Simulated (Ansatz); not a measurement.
Basis-set extrapolation for C₇H₁₂O₂, SMILES `CC(C)(C)C(=O)CC=O` (PBE0-D4/def2-TZVP geometry, frozen core, Ansatz). Multiplicity 1, RHF reference.

```json
{"": "HF", "def2-TZVPP": "-421.947765", "def2-QZVPP": "-421.966766"}
{"": "MP2 correlation", "def2-TZVPP": "-1.641735", "def2-QZVPP": "-1.752368"}
{"": "CCSD(T) correlation", "def2-TZVPP": "-1.772332", "def2-QZVPP": "not run"}
```

Energies in hartree. Use E(X) = E(∞) + A·exp(−7.88·√X) for Hartree–Fock and E(X) = E(∞) + B·X^(−2.97) for correlation, with X = 3 and 4, and add CCSD(T) minus MP2 of the smaller set to the MP2 limit.

**Question.** What is the CCSD(T) energy at the basis-set limit?

**Answer.** HF limit: -421.966766 + (-0.019001) × 0.13774 = -421.96938. MP2 limit: -1.752368 + (-0.110633) × 0.74074 = -1.83432. Higher-order term: -1.772332 − (-1.641735) = -0.13060. Total: -423.93430 hartree, 5.83 eV below CCSD(T)/def2-TZVPP.
